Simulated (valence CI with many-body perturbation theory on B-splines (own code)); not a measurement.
# Hyperfine factors and g values of As

Computed by valence CI with perturbative core correlation (CI+MBPT): five valence electrons over a frozen Dirac-Fock core [Ar] 3d10, a basis of 9 s, 9 p, 8 d, 6 f, 3 g, 1 h functions for each j, with the one-electron correlation potential Σ1, the two-electron term Σ2, the three-electron term Σ3, Breit, model QED; selected CI, second order for the rest, scaled by the run's own slope (own B-spline code, finite nucleus).

Set against measurement, 11 paired levels are off by 93 cm⁻¹ on average, the worst by 134. These come from a selection out of the NIST Handbook of Basic Atomic Spectroscopic Data. Levels without a partner in it may be off by more. Among the levels kept, up to 1700 cm⁻¹ of a level comes from second order outside the variational space, and about a tenth of that is noise between levels of different J, which matters for small intervals.

A/g_I is the dipole constant over the nuclear g factor μ/I (μ in nuclear magnetons, uniformly magnetised nucleus), B/Q the quadrupole constant per barn. Both hold the static response of the core; the bare values leave it out. Large factors of s and p1/2 electrons are usually good to 5 to 10 %; those of open d and f shells near neutrality can be off by tens of per cent, and small factors of p3/2, d and f electrons come from cancelling terms and can be off by a factor of two or in sign, in half-filled shells by more. B is blank for J = 1/2, where it vanishes, and for nearly pure S terms. Energies count from the lowest level.

Names give the largest LS component (configuration and term), which can be under half, so a name can repeat, a term be missing and a line seem to break the LS rules; names also repeat where a configuration has a term twice. Letters in brackets count levels of one name in rising energy.

```
               Level  E (eV)      g  A/g_I (MHz)  A/g_I bare  B/Q (MHz/b)  B/Q bare
      4s²4p³ ⁴S°_3/2  0.0000  1.998        -66.2        -128                       
      4s²4p³ ²D°_3/2   1.318  0.819          378         363          322       271
      4s²4p³ ²D°_5/2   1.359  1.200          683         607        -43.8     -36.2
      4s²4p³ ²P°_1/2   2.261  0.666         2080        1900                       
      4s²4p³ ²P°_3/2   2.317  1.319          351         300         -326      -274
     4s²4p²5s ⁴P_1/2   6.269  2.586          684         564                       
     4s²4p²5s ⁴P_3/2   6.383  1.721          264         216          644       541
     4s²4p²5s ⁴P_5/2   6.542  1.593          706         613         -865      -729
     4s²4p²5s ²P_1/2   6.572  0.751         27.0        47.2                       
     4s²4p²5s ²P_3/2   6.754  1.329          575         481         -791      -667
    4s²4p²5p ²S°_1/2   7.435  1.422         32.6       -30.5                       
    4s²4p²5p ⁴D°_1/2   7.514  0.622         4.54        19.2                       
    4s²4p²5p ⁴D°_3/2   7.524  1.280         52.9        43.6          137       116
     4s²4p²5s ²D_5/2   7.528  1.209          851         776         1680      1420
     4s²4p²5s ²D_3/2   7.530  0.818          649         590         1150       972
    4s²4p²5p ⁴D°_5/2   7.626  1.393         25.8        8.85          365       307
    4s²4p²5p ⁴P°_3/2   7.668  1.578         13.1       -19.5         -101     -85.6
    4s²4p²5p ⁴P°_1/2   7.713  2.502         -427        -446                       
4s²4p²5p ²D°_3/2 [a]   7.734  1.012          267         248         -341      -286
 4s²4p²4d ⁴P_5/2 [a]   7.742  1.582          890         778         79.7      63.1
    4s²4p²5p ⁴D°_7/2   7.771  1.424          352         296         -828      -698
    4s²4p²5p ⁴P°_5/2   7.824  1.467          422         353         -510      -432
 4s²4p²4d ⁴P_3/2 [a]   7.839  1.543          627         534         -333      -280
    4s²4p²5p ⁴S°_3/2   7.868  1.860          563         465         -317      -268
     4s²4p²4d ⁴F_3/2   7.906  0.672          335         324         7.69      4.87
 4s²4p²4d ⁴P_1/2 [a]   7.913  2.574         2110        1830                       
4s²4p²5p ²D°_5/2 [a]   7.934  1.296          411         350         -487      -410
     4s²4p²4d ⁴F_5/2   7.953  1.062         92.8        88.5         96.1      77.3
4s²4p²5p ²P°_1/2 [a]   7.953  0.777         1410        1290                       
    4s²4p²5p ²P°_3/2   7.999  1.312          423         351          164       137
     4s²4p²4d ²P_3/2   8.009  1.235         -103        -116         -264      -224
     4s²4p²4d ⁴F_7/2   8.030  1.259         37.7        25.1         53.2      38.9
     4s²4p²4d ²P_1/2   8.094  0.526          652         633                       
     4s²4p²4d ⁴F_9/2   8.152  1.331          246         206         -895      -761
     4s²4p²4d ²F_5/2   8.155  0.924          317         292         -460      -389
     4s²4p²4d ⁴D_3/2   8.215  1.190          442         395         -170      -142
     4s²4p²4d ⁴D_1/2   8.228  0.589          382         384                       
     4s²4p²4d ⁴D_5/2   8.246  1.299          364         318         -144      -120
     4s²4p²4d ⁴D_7/2   8.255  1.340          207         167         -109     -94.4
     4s²4p²6s ⁴P_1/2   8.276  2.035         -108        -132
```

Q: Take the isotope of mass number 75, with I = 3/2, μ = 1.4383 μN and Q = 0.311 b. What is the hyperfine structure of 4s²4p³ ²D°_5/2?

A: From the table A = 655 MHz, B = -13.6 MHz. Shifts from the centre of gravity in MHz: F = 1: -3450, F = 2: -2130, F = 3: -156, F = 4: 2450.
